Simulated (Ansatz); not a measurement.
Species: C₃H₆O, charge 0, singlet. C3H6O (SMILES C1O[C@H]1C).
B3LYP-D3(BJ)/def2-TZVP minimum from Ansatz (a first-principles code):
```xyz
10

C     -1.5095     0.1353    -0.0295
C     -0.1424    -0.4792    -0.1055
C      1.0242     0.2621    -0.5856
O      0.8383     0.0192     0.8123
H     -2.0569    -0.2511     0.8326
H     -2.0846    -0.1000    -0.9282
H     -1.4388     1.2192     0.0666
H     -0.1200    -1.5621    -0.2107
H      0.9041     1.2970    -0.8935
H      1.8563    -0.2662    -1.0411
```

Total energies in hartree (Ansatz). UHF or UKS for unpaired electrons; spin-orbit terms are left out. Correlated methods leave the cores frozen. No relativity. For partners of very few electrons the exact lower level stands in for a higher one.

```csv
species,HF/cc-pVTZ,CCSD(T)/cc-pVTZ,HF/cc-pVQZ,CCSD(T)/cc-pVQZ,CCSD(T)/cc-pVDZ,CCSDT(Q)/cc-pVDZ
1: C3H6O (SMILES C1O[C@H]1C),-191.98105,-192.79077,-191.99461,-192.84964,-192.58637,-192.58859
2: C (triplet),-37.69157,-37.78076,-37.69331,-37.78654,-37.76038,-37.76071
3: O (triplet),-74.81176,-74.97396,-74.81729,-74.99357,-74.90995,-74.91013
4: H (doublet),-0.49981,-0.49981,-0.49995,-0.49995,-0.49928,-0.49928
```

Question: Work out the atomisation energy (electronic, to ground-state atoms) in kcal/mol: take Hartree-Fock from cc-pVQZ, extrapolate the CCSD(T) correlation energy as X^-3 (X = 3, 4), and add CCSDT(Q) - CCSD(T) in cc-pVDZ. 1 hartree = 627.51 kcal/mol.

Answer: 
Species 1: correlation (64·(-0.85503) - 27·(-0.80972))/37 = -0.88809; step -0.00222; E1 = -191.99461 + (-0.88809) + (-0.00222) = -192.88492
Species 2: correlation (64·(-0.09323) - 27·(-0.08919))/37 = -0.09618; step -0.00033; E2 = -37.69331 + (-0.09618) + (-0.00033) = -37.78982
Species 3: correlation (64·(-0.17628) - 27·(-0.16220))/37 = -0.18655; step -0.00018; E3 = -74.81729 + (-0.18655) + (-0.00018) = -75.00402
Species 4: correlation (64·(0.00000) - 27·(0.00000))/37 = 0.00000; step +0.00000; E4 = -0.49995 + (0.00000) + (+0.00000) = -0.49995
-1·E1 +3·E2 +1·E3 +6·E4 = 1.51174 hartree = 948.6 kcal/mol.
